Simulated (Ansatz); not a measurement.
Coupled-cluster diagnostics for SiEt3(NCO) (C₇H₁₅NOSi), Ansatz.

Geometry of the singlet (PBE-D4/def2-SVP):

Cartesian coordinates in Å:
```
Si 0.0295 0.0726 0.0485
C 1.1309 1.1160 -1.0828
C 0.4584 1.5965 -2.3762
H 2.0352 0.5126 -1.3178
H 1.4966 1.9800 -0.4832
H 1.1574 2.1739 -3.0158
H 0.0869 0.7421 -2.9784
H -0.4124 2.2526 -2.1696
C -1.5122 1.0256 0.5931
C -2.5245 0.2080 1.4071
H -1.9934 1.4351 -0.3222
H -1.1654 1.9126 1.1699
H -3.4215 0.8051 1.6712
H -2.8720 -0.6807 0.8413
H -2.0865 -0.1615 2.3575
C 0.9934 -0.6011 1.5312
C 2.1783 -1.5092 1.1748
H 0.2717 -1.1438 2.1805
H 1.3336 0.2741 2.1298
H 2.6893 -1.8994 2.0790
H 1.8481 -2.3836 0.5773
H 2.9428 -0.9736 0.5745
N -0.5186 -1.3069 -0.8872
C -0.8904 -2.2571 -1.5340
O -1.2555 -3.1898 -2.1686
```

Correlated methods freeze 14 core orbitals.

Task: Estimate the CCSD(T) correlation energy, the shares of MP2 and (T), T1 and the reference's ⟨S²⟩ for: charge 0, singlet, own geometry in def2-TZVP; and the rough time on 2 threads of AMD EPYC 7R13 on a shared host and a share (18 GiB) of an NVIDIA H100 80GB HBM3.

Result: 
```
                          state      basis  correlation (eV)  MP2 share (%)  (T) share (%)     T1  ⟨S²⟩ (pure)  wall time
charge 0, singlet, own geometry  def2-TZVP           -50.780           91.6            4.2  0.013  0.00 (0.00)       26 s
```
Customary marks for T1 are 0.02 (closed shells), 0.045 (open shells) and about 0.05 (3d metals). T1 stays under 0.02 throughout.
